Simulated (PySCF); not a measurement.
Isomers of C6H9FO2Si, mass 160.036 u with the commonest isotopes. Computed with PBE0/pcSseg-1 in PySCF (dipole) on a GFN2-xTB geometry, gas phase. One conformer each, none proved a minimum here; rigid rotors.

**Question.** Order these by rotational constant B, smallest first.
A. `[CH3:1][O:2][Si@@H:3]1[CH2:4][C:5]([C:6]([CH3:7])=[O:8])=[C:9]1[F:10]` with C1–O2–Si3–C4 175°, C4–C5–C6–C7 -175°
B. `[CH2:1]=[CH:2][CH2:3][O:4][C@@H:5]1[CH:6]=[C:7]([F:8])[SiH2:9][O:10]1` with C1–C2–C3–O4 -20°, C2–C3–O4–C5 -89°, C3–O4–C5–C6 -179°
C. `[CH3:1][C:2]#[C:3][SiH2:4][O:5][C@@H:6]1[CH2:7][C@H:8]([F:9])[O:10]1` with C3–Si4–O5–C6 -176°, Si4–O5–C6–C7 86°
D. `[O:1]=[C:2]([OH:3])[C:4]1=[CH:5][C@H:6]1[SiH2:7][CH2:8][CH2:9][F:10]` with O1–C2–O3–H 1°, O1–C2–C4–C5 -4°, C5–C6–Si7–C8 129°, C6–Si7–C8–C9 46°, Si7–C8–C9–F10 51°

**Answer.** C (461.2 MHz), A (633.7 MHz), D (711.0 MHz), B (750.6 MHz).

**Question.** Order these by rotational constant C, smallest first.
A. `[CH3:1]/[CH:2]=[C:3]1/[SiH2:4][C@@H:5]([C:6](=[O:7])[OH:8])[C@@H:9]1[F:10]` with Si4–C5–C6–O7 81°, C5–C6–O8–H 178°
B. `[O:1]=[C:2]([OH:3])[C:4]1=[CH:5][C@H:6]1[SiH2:7][CH2:8][CH2:9][F:10]` with O1–C2–O3–H 1°, O1–C2–C4–C5 -4°, C5–C6–Si7–C8 129°, C6–Si7–C8–C9 46°, Si7–C8–C9–F10 51°
C. `[CH3:1][O:2][Si@@H:3]1[CH2:4][C:5]([C:6]([CH3:7])=[O:8])=[C:9]1[F:10]` with C1–O2–Si3–C4 175°, C4–C5–C6–C7 -175°
D. `[CH3:1][C:2]#[C:3][SiH2:4][O:5][C@@H:6]1[CH2:7][C@H:8]([F:9])[O:10]1` with C3–Si4–O5–C6 -176°, Si4–O5–C6–C7 86°
E. `[O:1]=[C:2]([OH:3])[C:4]1=[CH:5][C@@H:6]1[CH2:7][CH2:8][SiH2:9][F:10]` with O1–C2–O3–H 0°, O1–C2–C4–C5 142°, C5–C6–C7–C8 -138°, C6–C7–C8–Si9 180°, C7–C8–Si9–F10 57°
F. `[CH2:1]=[CH:2][CH2:3][O:4][C@@H:5]1[CH:6]=[C:7]([F:8])[SiH2:9][O:10]1` with C1–C2–C3–O4 -20°, C2–C3–O4–C5 -89°, C3–O4–C5–C6 -179°

**Answer.** E (400.4 MHz), D (443.3 MHz), C (534.8 MHz), B (579.2 MHz), A (626.2 MHz), F (650.9 MHz).

**Question.** Order these by dipole moment, largest first.
A. `[O:1]=[C:2]([OH:3])[C:4]1=[CH:5][C@H:6]1[SiH2:7][CH2:8][CH2:9][F:10]` with O1–C2–O3–H 1°, O1–C2–C4–C5 -4°, C5–C6–Si7–C8 129°, C6–Si7–C8–C9 46°, Si7–C8–C9–F10 51°
B. `[CH3:1][C:2]#[C:3][SiH2:4][O:5][C@@H:6]1[CH2:7][C@H:8]([F:9])[O:10]1` with C3–Si4–O5–C6 -176°, Si4–O5–C6–C7 86°
C. `[CH3:1][O:2][Si@@H:3]1[CH2:4][C:5]([C:6]([CH3:7])=[O:8])=[C:9]1[F:10]` with C1–O2–Si3–C4 175°, C4–C5–C6–C7 -175°
D. `[O:1]=[C:2]([OH:3])[C:4]1=[CH:5][C@@H:6]1[CH2:7][CH2:8][SiH2:9][F:10]` with O1–C2–O3–H 0°, O1–C2–C4–C5 142°, C5–C6–C7–C8 -138°, C6–C7–C8–Si9 180°, C7–C8–Si9–F10 57°
E. `[CH2:1]=[CH:2][CH2:3][O:4][C@@H:5]1[CH:6]=[C:7]([F:8])[SiH2:9][O:10]1` with C1–C2–C3–O4 -20°, C2–C3–O4–C5 -89°, C3–O4–C5–C6 -179°

**Answer.** C (4.28 D), D (2.90 D), B (2.24 D), E (1.44 D), A (0.87 D).

```json
{"SMILES": "C=CCO[C@@H]1C=C(F)[SiH2]O1", "point group": "C1", "Ia (u·Å²)": "231.35", "Ib (u·Å²)": "673.29", "Ic (u·Å²)": "776.37", "κ": "-0.87", "μa (D)": "0.94", "μb (D)": "0.20", "μc (D)": "1.08"}
{"SMILES": "CC#C[SiH2]O[C@@H]1C[C@H](F)O1", "point group": "C1", "Ia (u·Å²)": "156.92", "Ib (u·Å²)": "1095.68", "Ic (u·Å²)": "1140.03", "κ": "-0.99", "μa (D)": "0.55", "μb (D)": "1.75", "μc (D)": "1.28"}
{"SMILES": "O=C(O)C1=C[C@@H]1CC[SiH2]F", "point group": "C1", "Ia (u·Å²)": "201.29", "Ib (u·Å²)": "1099.00", "Ic (u·Å²)": "1262.29", "κ": "-0.94", "μa (D)": "2.82", "μb (D)": "0.60", "μc (D)": "0.37"}
{"SMILES": "O=C(O)C1=C[C@H]1[SiH2]CCF", "point group": "C1", "Ia (u·Å²)": "303.91", "Ib (u·Å²)": "710.83", "Ic (u·Å²)": "872.59", "κ": "-0.76", "μa (D)": "0.07", "μb (D)": "0.64", "μc (D)": "0.59"}
{"SMILES": "C/C=C1/[SiH2][C@@H](C(=O)O)[C@@H]1F", "point group": "C1", "Ia (u·Å²)": "252.33", "Ib (u·Å²)": "701.22", "Ic (u·Å²)": "807.08", "κ": "-0.86", "μa (D)": "0.65", "μb (D)": "2.02", "μc (D)": "0.31"}
{"SMILES": "CO[Si@@H]1CC(C(C)=O)=C1F", "point group": "C1", "Ia (u·Å²)": "219.36", "Ib (u·Å²)": "797.46", "Ic (u·Å²)": "945.03", "κ": "-0.89", "μa (D)": "3.86", "μb (D)": "1.80", "μc (D)": "0.41"}
```
